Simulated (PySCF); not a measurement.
A GIAO shielding run with PySCF 2.14.0 with density-fitted response routines (density fitting, non-relativistic, gas phase) on `C1[C@@H](OCC)[Si](N)(N)C1`, C₅H₁₄N₂OSi:

```
$ OMP_NUM_THREADS=1 python probes_run.py task.json out

{"job": {"kind": "nmr", "xc": "PBE0", "basis": "pcSseg-1"}, "charge": 0, "multiplicity": 1}
C      3.417880    -0.401004    -0.466449
C      2.288036     0.457257     0.081174
O      1.059157    -0.071462    -0.360727
C     -0.074030     0.615481     0.136163
C     -0.434527     0.281305     1.605618
C     -1.891204    -0.197192     1.439421
Si    -1.748441    -0.119716    -0.471427
N     -3.047013     0.746521    -1.203315
N     -1.449568    -1.453633    -1.510917
H      4.378273     0.013473    -0.171076
H      3.332619    -1.414845    -0.084040
H      3.360504    -0.435376    -1.551004
H      2.391860     1.496788    -0.273524
H      2.325311     0.474869     1.181484
H      0.068719     1.696951    -0.006053
H      0.205731    -0.525211     1.961991
H     -0.332127     1.130029     2.281723
H     -2.601832     0.499233     1.879567
H     -2.072796    -1.167764     1.895134
H     -3.044151     0.840484    -2.205054
H     -3.381442     1.590679    -0.770031
H     -2.189248    -2.106037    -1.709817
H     -0.566464    -1.923844    -1.395824
```

Hardware: 1 thread of an Arm Neoverse N1, shared host. The job also computes population analyses, field gradients, ring-centre shieldings.

Q: How large is the calculation?

A: 80 electrons, 230 basis functions and 1205 auxiliary functions.

Q: How long does it take, and how much memory does it need?

A: 110 s of wall time, with 13 SCF cycles and 4 response iterations; peak memory 1.1 GiB. Times on a shared host scatter by some tens of per cent.
